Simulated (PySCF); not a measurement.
Record of a relaxation.

BrFH₃PSi.
Atom-mapped SMILES: `[F:1][Si@H:2]([PH2:3])[Br:4]` (hydrogens: H5 on Si2; H6, H7 on P3)

Method: PBE0-D3(BJ)/def2-SVP geometry optimisation, gas phase (PySCF 2.14.0); density fitting, grid level 1; the optimiser is geomeTRIC in internal coordinates, started from a GFN2-xTB structure with every atom displaced at random (about 0.01 Å). The frame can shift and turn from step to step; on so coarse a grid that alone can change the energy by a few meV, and forces under 0.02 eV/Å are noise.

Step 0: E = -89947.8435 eV, largest atomic force 1.249 eV/Å
```
atom  x, y, z in Å  |  force x, y, z in eV/Å
F1     -1.457   -0.375    1.438   -0.388  -0.026   0.940
Si2    -0.702   -0.323    0.032   -0.020   0.476  -0.309
P3      1.463   -0.202    0.488    0.275  -0.849   0.874
Br4    -1.545    1.424   -1.010   -0.052   0.272  -0.221
H5     -1.138   -1.501   -0.698    0.084  -0.567  -0.408
H6      1.865   -0.237   -0.836    0.241  -0.152  -1.015
H7      1.550    1.184    0.537   -0.139   0.847   0.140
```

Step 1: E = -89947.9378 eV, largest atomic force 0.255 eV/Å
```
atom  x, y, z in Å  |  force x, y, z in eV/Å
F1     -1.632   -0.308    1.430    0.062   0.012  -0.247
Si2    -0.876   -0.261   -0.010    0.086  -0.037   0.089
P3      1.334   -0.224    0.402    0.085   0.192  -0.109
Br4    -1.650    1.499   -1.116   -0.013  -0.034   0.048
H5     -1.211   -1.480   -0.789   -0.101  -0.002   0.047
H6      1.684   -0.250   -0.993   -0.131   0.025   0.167
H7      1.391    1.207    0.494    0.013  -0.157   0.003
```

Step 2: E = -89947.9460 eV, largest atomic force 0.080 eV/Å
```
atom  x, y, z in Å  |  force x, y, z in eV/Å
F1     -1.625   -0.308    1.416   -0.004   0.004  -0.051
Si2    -0.862   -0.268   -0.016    0.029  -0.023   0.071
P3      1.345   -0.217    0.402    0.014   0.005  -0.030
Br4    -1.649    1.488   -1.115   -0.003   0.010  -0.004
H5     -1.226   -1.488   -0.781   -0.009  -0.003   0.008
H6      1.657   -0.231   -0.993   -0.011   0.017  -0.001
H7      1.401    1.206    0.503   -0.017  -0.010   0.006
```

Step 3: E = -89947.9472 eV, largest atomic force 0.029 eV/Å
```
atom  x, y, z in Å  |  force x, y, z in eV/Å
F1     -1.623   -0.311    1.415   -0.007   0.002   0.000
Si2    -0.858   -0.273   -0.012    0.003  -0.016   0.024
P3      1.350   -0.216    0.396    0.009  -0.021  -0.010
Br4    -1.646    1.483   -1.113    0.000   0.010  -0.007
H5     -1.226   -1.492   -0.775    0.004  -0.005   0.003
H6      1.649   -0.216   -1.001    0.000   0.015  -0.018
H7      1.395    1.206    0.506   -0.010   0.015   0.008
```

Step 4: E = -89947.9489 eV, largest atomic force 0.051 eV/Å
```
atom  x, y, z in Å  |  force x, y, z in eV/Å
F1     -1.616   -0.317    1.421   -0.003  -0.004   0.050
Si2    -0.850   -0.284   -0.005   -0.026   0.005  -0.044
P3      1.361   -0.212    0.380    0.004  -0.029   0.005
Br4    -1.642    1.470   -1.109    0.002  -0.004  -0.002
H5     -1.224   -1.505   -0.763    0.014  -0.005   0.002
H6      1.632   -0.178   -1.023    0.009   0.014  -0.020
H7      1.381    1.208    0.516    0.000   0.023   0.009
```

Step 5: E = -89947.9498 eV, largest atomic force 0.076 eV/Å
```
atom  x, y, z in Å  |  force x, y, z in eV/Å
F1     -1.603   -0.325    1.430    0.005  -0.006   0.058
Si2    -0.845   -0.294    0.000   -0.030   0.020  -0.067
P3      1.369   -0.207    0.360   -0.004  -0.021   0.007
Br4    -1.647    1.455   -1.105   -0.002  -0.016   0.007
H5     -1.219   -1.519   -0.751    0.013  -0.005   0.000
H6      1.617   -0.137   -1.046    0.011   0.011  -0.012
H7      1.369    1.210    0.528    0.006   0.016   0.007
```

Step 6: E = -89947.9503 eV, largest atomic force 0.086 eV/Å
```
atom  x, y, z in Å  |  force x, y, z in eV/Å
F1     -1.565   -0.348    1.454    0.021  -0.010   0.044
Si2    -0.834   -0.317    0.010   -0.022   0.035  -0.075
P3      1.387   -0.193    0.313   -0.020   0.001   0.007
Br4    -1.674    1.417   -1.094   -0.009  -0.030   0.022
H5     -1.207   -1.552   -0.726    0.006  -0.002  -0.004
H6      1.586   -0.041   -1.095    0.013   0.004   0.005
H7      1.349    1.214    0.555    0.011   0.001   0.001
```

Step 7: E = -89947.9496 eV, largest atomic force 0.061 eV/Å
```
atom  x, y, z in Å  |  force x, y, z in eV/Å
F1     -1.510   -0.380    1.484    0.036  -0.014   0.011
Si2    -0.823   -0.343    0.017   -0.007   0.033  -0.051
P3      1.404   -0.169    0.255   -0.034   0.025   0.009
Br4    -1.724    1.369   -1.072   -0.009  -0.027   0.030
H5     -1.190   -1.589   -0.701   -0.006   0.003  -0.007
H6      1.554    0.074   -1.147    0.013  -0.006   0.016
H7      1.330    1.220    0.582    0.008  -0.013  -0.008
```

Step 8: E = -89947.9494 eV, largest atomic force 0.045 eV/Å
```
atom  x, y, z in Å  |  force x, y, z in eV/Å
F1     -1.462   -0.409    1.504    0.034  -0.018  -0.023
Si2    -0.817   -0.358    0.017    0.010   0.013  -0.001
P3      1.411   -0.149    0.218   -0.029   0.032   0.008
Br4    -1.772    1.337   -1.047   -0.004  -0.009   0.019
H5     -1.179   -1.611   -0.693   -0.014   0.008  -0.009
H6      1.541    0.144   -1.176    0.004  -0.009   0.016
H7      1.319    1.227    0.593    0.000  -0.017  -0.011
```

Step 9: E = -89947.9498 eV, largest atomic force 0.037 eV/Å
```
atom  x, y, z in Å  |  force x, y, z in eV/Å
F1     -1.441   -0.427    1.508    0.010  -0.016  -0.025
Si2    -0.817   -0.360    0.013    0.021  -0.009   0.030
P3      1.409   -0.141    0.213   -0.008   0.020   0.005
Br4    -1.795    1.334   -1.028   -0.003   0.008   0.006
H5     -1.178   -1.610   -0.701   -0.011   0.009  -0.011
H6      1.550    0.153   -1.179   -0.003  -0.004   0.002
H7      1.312    1.234    0.591   -0.006  -0.007  -0.006
```

Step 10: E = -89947.9499 eV, largest atomic force 0.043 eV/Å
```
atom  x, y, z in Å  |  force x, y, z in eV/Å
F1     -1.417   -0.457    1.513   -0.010  -0.015  -0.014
Si2    -0.813   -0.367    0.011    0.014  -0.022   0.034
P3      1.410   -0.128    0.204    0.012   0.005   0.005
Br4    -1.816    1.327   -1.003    0.001   0.019  -0.003
H5     -1.174   -1.612   -0.712   -0.004   0.007  -0.011
H6      1.551    0.175   -1.185   -0.007   0.001  -0.009
H7      1.300    1.242    0.590   -0.007   0.004  -0.002
```

Step 11: E = -89947.9504 eV, largest atomic force 0.030 eV/Å
```
atom  x, y, z in Å  |  force x, y, z in eV/Å
F1     -1.402   -0.495    1.512   -0.024  -0.012   0.003
Si2    -0.808   -0.374    0.010   -0.001  -0.022   0.021
P3      1.412   -0.115    0.202    0.027  -0.008   0.005
Br4    -1.828    1.328   -0.975    0.003   0.020  -0.006
H5     -1.167   -1.608   -0.733    0.008   0.003  -0.010
H6      1.550    0.190   -1.187   -0.009   0.006  -0.015
H7      1.284    1.254    0.588   -0.004   0.013   0.003
```

Step 12: E = -89947.9512 eV, largest atomic force 0.035 eV/Å
```
atom  x, y, z in Å  |  force x, y, z in eV/Å
F1     -1.392   -0.553    1.508   -0.027  -0.002   0.014
Si2    -0.800   -0.386    0.009   -0.019  -0.009  -0.003
P3      1.415   -0.094    0.201    0.030  -0.017   0.005
Br4    -1.837    1.329   -0.938    0.004   0.010  -0.004
H5     -1.150   -1.603   -0.764    0.019  -0.004  -0.006
H6      1.542    0.217   -1.188   -0.007   0.007  -0.013
H7      1.262    1.271    0.589    0.000   0.015   0.008
```

Step 13: E = -89947.9515 eV, largest atomic force 0.025 eV/Å
```
atom  x, y, z in Å  |  force x, y, z in eV/Å
F1     -1.408   -0.568    1.499   -0.013   0.002   0.012
Si2    -0.799   -0.387    0.009   -0.018   0.007  -0.015
P3      1.416   -0.092    0.213    0.012  -0.012   0.002
Br4    -1.826    1.337   -0.935    0.003  -0.004   0.002
H5     -1.139   -1.597   -0.780    0.017  -0.006  -0.003
H6      1.540    0.211   -1.179   -0.002   0.006  -0.004
H7      1.258    1.276    0.591    0.002   0.008   0.007
```

Task: Summarise the path.

Result: The energy falls by 0.1080 eV from step 0 to step 13; nine tenths of that is first reached at step 2. It rises by more than 0.2 meV at step 7. The largest force goes from 1.249 to 0.025 eV/Å. Among the bonds P3–H6 changes most, from 1.384 to 1.429 Å; the atoms move by 0.127 Å rms after alignment.

What follows is the cost of the whole optimisation. On one thread of an Arm Neoverse V2 (shared host), this took 48 s and 0.41 GiB of memory at its peak.
